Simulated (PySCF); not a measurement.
Start geometry of `C[C](=S)[GeH]1[CH2]CCC[CH2]1` from GFN2-xTB (Å):
```
atom  x, y, z in Å
C1     3.5117   -0.3654    0.1923
C2     2.0344   -0.6111    0.3372
S3     1.4755   -1.9180    1.1231
Ge4    0.7720    0.6787   -0.4431
C5    -0.4727    1.3886    0.9522
C6    -1.5394    0.3617    1.2987
C7    -2.3407   -0.0831    0.0845
C8    -1.5600   -0.9803   -0.8787
C9    -0.5175   -0.2325   -1.6581
H10    3.7241    0.6263    0.6441
H11    3.7267   -0.2703   -0.8649
H12    4.1024   -1.1153    0.6598
H13    1.5274    1.7796   -1.1360
H14   -0.9621    2.3029    0.5865
H15    0.0753    1.6624    1.8627
H16   -1.0615   -0.5080    1.7516
H17   -2.2115    0.7865    2.0491
H18   -2.7113    0.8086   -0.4500
H19   -3.2309   -0.6345    0.4396
H20   -1.1253   -1.7780   -0.2951
H21   -2.2962   -1.4538   -1.5770
H22   -0.9852    0.4967   -2.3144
H23    0.0123   -0.9182   -2.3613
```

Question: What comes out of this run: PBE0-D3(BJ)/def2-SVP geometry optimisation, gas phase in PySCF?

Answer: 
```
atom  x, y, z in Å
C1     3.4744    0.0215    0.5032
C2     2.0356   -0.3639    0.5970
S3     1.5286   -1.6562    1.4516
Ge4    0.7026    0.7441   -0.3566
C5    -0.6960    1.3414    0.8790
C6    -1.7365    0.2447    1.1154
C7    -2.3364   -0.3507   -0.1594
C8    -1.3609   -1.1676   -1.0081
C9    -0.2564   -0.3451   -1.6750
H10    3.6151    1.0398    0.9073
H11    3.7848    0.0779   -0.5550
H12    4.1241   -0.6816    1.0448
H13    1.4475    1.9336   -1.0135
H14   -1.1670    2.2276    0.4192
H15   -0.2471    1.6759    1.8271
H16   -1.2769   -0.5696    1.7015
H17   -2.5514    0.6511    1.7393
H18   -2.7743    0.4579   -0.7755
H19   -3.1793   -1.0018    0.1241
H20   -0.9021   -1.9434   -0.3705
H21   -1.9277   -1.7066   -1.7869
H22   -0.6885    0.3542   -2.4122
H23    0.4476   -0.9898   -2.2234
```

The energy falls by 0.178 eV over 8 energy and gradient evaluations, the largest force component goes from 0.0284 to 3.2e-04 Eh/bohr, and the atoms move by 0.076 Å rms after alignment. The bond that changes most is Ge4–H13 (ends: germanium bonded to 3 C and H; Ge–H hydrogen), which lengthens by 0.045 Å. Bonds longer at the end by more than 0.005 Å: 12 of 23; shorter: 6. Among the angles that change most is C5–Ge4–C9, from 100.7° to 104.1°. Rotational constants go from 1441, 803.8, 698.2 to 1442, 801.7, 699.6 MHz. The orientation of the end geometry is arbitrary; only internal coordinates are fixed.

The run used 218 basis functions and 56 SCF cycles in all. On one thread, Arm Neoverse V1 (aarch64), shared host with 32 logical CPUs at a one-minute load of 13, this took 4.5 min and 1.2 GiB of memory at its peak.

No frequency check. The numbers are those of one conformer.
